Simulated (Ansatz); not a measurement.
`CB[Si]1(N)C=N1` → B• + 2 C• + 7 H• + 2 N• + Si•  (atomization)

Program: Ansatz. Geometries: PBE0-D4/def2-TZVP. ΔE: electronic, gas phase. CCSD(T)/CBS is the MP2 limit (def2-TZVPP, def2-QZVPP) plus CCSD(T) − MP2 in def2-TZVPP, frozen cores. This one scheme is used for every species, atoms too. Functionals use def2-TZVPP. B3LYP here is the variant with VWN-RPA as its local correlation; programs differ in this. Open shells (•) are unrestricted, without spin–orbit coupling. Spin–orbit coupling would lower the free atoms: a little for B, C, Si. Each species was taken in one conformer, which may not be the lowest.

CCSD(T)/CBS gives +4894.4 kJ/mol.

(1) Another level gave +3449.1 kJ/mol. Which?
A. HF/def2-TZVPP
B. PBE0/def2-TZVPP
C. MP2/def2-TZVPP
D. B3LYP/def2-TZVPP

Largest T1 diagnostic among the species: 0.018.

Results:

(1) A. HF/def2-TZVPP 3449.1, B3LYP 4893.1, PBE0 4922.6, MP2/def2-TZVPP 4835.8 kJ/mol.

In def2-TZVPP, CCSD(T) changes the Hartree–Fock value by +1299.7 kJ/mol (the triples alone add +88.4 kJ/mol) and MP2 by +1386.7 kJ/mol; breaking electron pairs costs correlation energy, which Hartree–Fock lacks. From PBE to PBE0 (25 % exact exchange), in def2-TZVPP and without D4, ΔE moves by −110.2 kJ/mol: exact exchange takes away binding that semilocal exchange gives to molecules.

For atomizations the MP2-based limit and the directly extrapolated one differ by several kJ/mol either way, and by 10 to 25 for some Ge, Se and Sn compounds, so smaller differences from it don't rank the levels.
